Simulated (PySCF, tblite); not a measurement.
Species: C₆H₆F₂O₂.
Z-matrix (Å and degrees, GFN2-xTB geometry), rows numbered from 1:
```
O 
C   1  1.1974
C   2  1.5142  1  125.58
C   3  1.5026  2  107.15  1   177.01
O   4  1.1977  3  126.99  2   175.07
C   4  1.5324  3  108.75  2    -4.93
C   6  1.5275  4  109.71  3   135.21
F   7  1.3538  6  110.70  4   -70.85
F   7  1.3537  6  110.83  4   171.71
C   2  1.5154  1  125.48  3  -179.60
H   3  1.0925  2  111.03  1   -61.80
H   3  1.0927  2  110.83  1    55.92
H   6  1.0952  4  107.82  3  -108.89
H   7  1.1005  6  112.46  4    50.19
H  10  1.0896  2  110.61  1   -46.01
H  10  1.0936  2  107.54  1    70.51
```

Method: PBE0/pcSseg-1 in PySCF (dipole) on a GFN2-xTB geometry, gas phase.

Take the most abundant isotopes and a rigid rotor. The values belong to one conformer with, in the numbering `[O:1]=[C:2]1[CH2:3][C:4](=[O:5])[C@H:6]([CH:7]([F:8])[F:9])[CH2:10]1`, C4–C6–C7–F8 -71°, O1–C2–C3–C4 177°, C2–C3–C4–O5 175°, C3–C4–C6–C7 135°, C4–C6–C10–C2 -13°.

Problem. Give the principal moments of inertia and the rotational constants in MHz.

Solution. Ia = 249.88, Ib = 497.01, Ic = 641.73 u·Å²; 505379 MHz·u·Å²/I gives A = 2023, B = 1017, C = 787.5 MHz.

Problem. What kind of rotor is it?

Solution. An asymmetric top. Ray's parameter κ = (2B − A − C)/(A − C) = -0.629; −1 is the prolate and +1 the oblate limit.

Problem. Is it planar, by Δ = Ic − Ia − Ib?

Solution. Not planar: Δ = Ic − Ia − Ib = -105.16 u·Å². For a rigid frame Δ = −2 Σ m c², so Σ m c² = 52.58 u·Å² lies off the ab plane: 6.37 from hydrogen and 46.21 from heavier atoms. The atom farthest from that plane is 1.75 Å away.

Problem. Give the other two planar moments, Paa and Pbb, and the rms extents of the mass along the axes.

Solution. Paa = Σ m a² = (Ib + Ic − Ia)/2 = 444.43 and Pbb = Σ m b² = (Ia + Ic − Ib)/2 = 197.30 u·Å². With the mass M = 148.03 u, the rms extents √(P/M) along a, b and c are 1.73, 1.15, 0.60 Å.

Problem. Give the coordinates in the principal-axis frame, origin at the centre of mass.

Solution. The sense of each axis is arbitrary; atoms in the order of the calculation.
| atom | mass (u) | a (Å) | b (Å) | c (Å) |
| --- | --- | --- | --- | --- |
| O1 | 15.995 | -2.888 | 1.269 | 0.167 |
| C2 | 12.000 | -1.900 | 0.611 | 0.015 |
| C3 | 12.000 | -1.813 | -0.895 | 0.155 |
| C4 | 12.000 | -0.407 | -1.292 | -0.195 |
| O5 | 15.995 | 0.072 | -2.387 | -0.123 |
| C6 | 12.000 | 0.352 | -0.049 | -0.673 |
| C7 | 12.000 | 1.734 | -0.008 | -0.024 |
| F8 | 18.998 | 1.635 | 0.277 | 1.296 |
| F9 | 18.998 | 2.490 | 0.976 | -0.565 |
| C10 | 12.000 | -0.529 | 1.152 | -0.340 |
| H11 | 1.008 | -2.065 | -1.209 | 1.170 |
| H12 | 1.008 | -2.532 | -1.388 | -0.503 |
| H13 | 1.008 | 0.512 | -0.148 | -1.752 |
| H14 | 1.008 | 2.276 | -0.960 | -0.129 |
| H15 | 1.008 | -0.601 | 1.875 | -1.151 |
| H16 | 1.008 | -0.150 | 1.688 | 0.535 |

Problem. Predict some low-J microwave lines.

Solution. The dipole components are |μa| = 0.06 D, |μb| = 0.49 D, |μc| = 1.42 D. Intensities carry the squares of the components, which stand as 0.00 : 0.12 : 1.00 (a : b : c). Some lines, for components of 0.1 D or more:

```tsv
type	branch	J(Ka,Kc)	MHz	lower level (cm⁻¹)
c	Q	3(1,3) ← 3(0,3)	582	0.355
b	R	3(0,3) ← 2(1,2)	4467	0.206
b	Q	4(2,3) ← 4(1,4)	4561	0.598
b	Q	3(3,1) ← 3(2,2)	5622	0.511
b	Q	5(3,3) ← 5(2,4)	5877	1.049
b	R	5(0,5) ← 4(1,4)	8111	0.598
b	R	3(2,1) ← 2(1,2)	9288	0.206
c	R	4(2,2) ← 3(1,2)	10366	0.421
b	R	3(3,0) ← 2(2,1)	11038	0.330
c	R	5(2,3) ← 4(1,3)	12252	0.674
c	R	5(2,4) ← 4(1,4)	13506	0.598
c	R	5(4,1) ← 4(3,1)	16867	0.942
```

Problem. Estimate the classical rotational partition function at 100 K, 298.15 K and 500 K.

Solution. Point group C1, symmetry number σ = 1; q = (√π/σ)·√((kT/h)³/(ABC)), k/h = 20836.6 MHz/K: 132000 at 100 K, 682000 at 298.15 K, 1480000 at 500 K.

Its GFN2-xTB frequencies are all real (lowest 28 cm⁻¹). Zero-point vibration and centrifugal distortion are left out.
